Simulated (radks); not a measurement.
Spherical jellium clusters: N electrons in a uniform positive sphere of charge N and radius rs N^(1/3), rs = 3.05 bohr. Calculated with a radial shooting solver with Libxc functionals: non-relativistic Kohn-Sham, exchange-only LDA, spin-polarised, spherical densities. Levels are named by radial order and angular momentum (1s, 1p, 1d, 2s, ...), and open shells are averaged over m.

N = 19, configuration 1s2 1p6 1d10 2s(up 1, down 0). This is the lowest configuration that the search found. Occupied and some empty levels:

| level | occupation | eigenvalue (eV) | <r> (bohr) |
|---|---|---|---|
| 1s up | 1 | -6.3327 | 4.763 |
| 1s down | 1 | -5.9880 | 5.165 |
| 1p up | 3 | -4.7911 | 6.038 |
| 1p down | 3 | -4.6671 | 6.111 |
| 1d up | 5 | -3.0869 | 6.958 |
| 1d down | 5 | -3.0006 | 6.939 |
| 2s up | 1 | -2.7993 | 6.163 |
| 2s down | 0 | -2.2181 | 6.471 |
| 1f up | 0 | -1.2523 | 7.943 |
| 1f down | 0 | -1.1549 | 7.901 |
| 2p up | 0 | -0.92234 | 8.642 |
| 2p down | 0 | -0.69368 | 9.210 |

Energy (eV): total -14.2932, kinetic 51.275, external -1409.1, Hartree 687.20, exchange-correlation -67.912, background 724.20.
